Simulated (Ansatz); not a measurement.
**What each rung costs, and what it gives**

The pair of HCN (SMILES C#N, atoms 1–3) and SbH$_{3}$ (SMILES [SbH3], atoms 4–7), both closed shells, in one local arrangement (a lower one may exist), relaxed at PBE0-D4/def2-TZVP:

C1  (0.253, -0.255, -2.702)
N2  (0.082, -0.068, -1.585)
H3  (0.412, -0.430, -3.744)
Sb4  (0.065, 0.792, 1.708)
H5  (-1.470, 0.130, 1.370)
H6  (-0.163, 0.560, 3.392)
H7  (0.820, -0.730, 1.562)
(Å)

Interaction energies are counterpoise-corrected; the time is that of the whole pair.

Program: Ansatz 0.2.0. Basis: as named in each row. Cores are frozen in the correlated methods. Filled d shells of the heavier atoms are correlated. Core potentials replace the inner electrons of the atoms past krypton. The def2 sets are not built for correlating such inner shells, so the correlated values are less sure here. B3LYP uses VWN-RPA correlation. Extrapolation: Hartree–Fock as exp(−7.88 √X), correlation as X^−2.97.

Times are rough, for one single point on 4 threads of a shared host (Arm Neoverse N1).

The estimate by CCSD(T) at an estimated basis limit (MP2 extrapolated from triple and quadruple zeta, plus CCSD(T) − MP2 in triple zeta) is -0.078 eV.

| method | basis | time (s) | interaction energy (eV) | method less estimate |
| --- | --- | --- | --- | --- |
| SPW92 | def2-SVP | under 1 | -0.110 | -0.032 |
| PBE-D4 | def2-SVP | under 1 | -0.083 | -0.005 |
| PBE0-D4 | def2-SVP | under 1 | -0.083 | -0.005 |
| PBE-D4 | def2-TZVPPD | 2 | -0.085 | -0.007 |
| revPBE-D4 | def2-TZVPPD | 2 | -0.073 | 0.005 |
| BLYP-D4 | def2-TZVPPD | 2 | -0.075 | 0.003 |
| CCSD(T) | def2-SVP | 2 | -0.042 | 0.036 |
| PBE0-D4 | def2-TZVPPD | 3 | -0.083 | -0.005 |
| B3LYP-D4 | def2-TZVPPD | 3 | -0.082 | -0.004 |
| HSE06-D4 | def2-TZVPPD | 3 | -0.083 | -0.005 |
| r2SCAN-D4 | def2-TZVPPD | 4 | -0.067 | 0.011 |
| wB97M-V | def2-SVP | 4 | -0.082 | -0.004 |
| B2PLYP | def2-TZVPPD | 6 | -0.050 | 0.028 |
| wB97X-V | def2-TZVPPD | 7 | -0.083 | -0.005 |
| B97M-V | def2-TZVPPD | 8 | -0.092 | -0.014 |
| wB97M-V | def2-TZVPPD | 8 | -0.083 | -0.005 |
| MP2 | def2-QZVPPD | 13 | -0.090 | -0.013 |
| CCSD(T) | def2-TZVPPD | 85 | -0.069 | 0.009 |

No T1 diagnostic of these runs exceeds 0.015.
